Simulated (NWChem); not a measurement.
Species: C3H6O2; SMILES OC1COC1

```xyz
11

O     -0.0388    -1.7353    -0.3244
C      0.0268    -0.5456     0.4178
C     -1.0280     0.4987     0.0176
O     -0.0274     1.5310    -0.1036
C      1.0314     0.5579    -0.0063
H      0.5958    -2.3656     0.0608
H      0.0460    -0.7340     1.5165
H     -1.5042     0.2361    -0.9569
H     -1.8190     0.7544     0.7561
H      1.4997     0.3246    -0.9928
H      1.8213     0.8613     0.7168
```
Atoms are numbered in this order, from 1.

Computed with NWChem. Pople sets run with spherical d functions. All runs use the structure optimised with PBE-D3(BJ)/def2-SVP. Atomic charges in e: unrestrained fits to the electrostatic potential beside Mulliken populations; buried atoms are poorly determined by the fit.

Task: Estimate the computed values for Hartree-Fock/6-31G*. Quantities: ESP O1; Mulliken O1; ESP C2; Mulliken C2; ESP C3; Mulliken C3; ESP O4; Mulliken O4; ESP C5; Mulliken C5; relative RMS misfit of the potential (%).

Result: 
- ESP O1: -0.69
- Mulliken O1: -0.78
- ESP C2: 0.23
- Mulliken C2: 0.10
- ESP C3: 0.35
- Mulliken C3: 0.03
- ESP O4: -0.55
- Mulliken O4: -0.67
- ESP C5: 0.29
- Mulliken C5: 0.02
- relative RMS misfit of the potential (%): 22
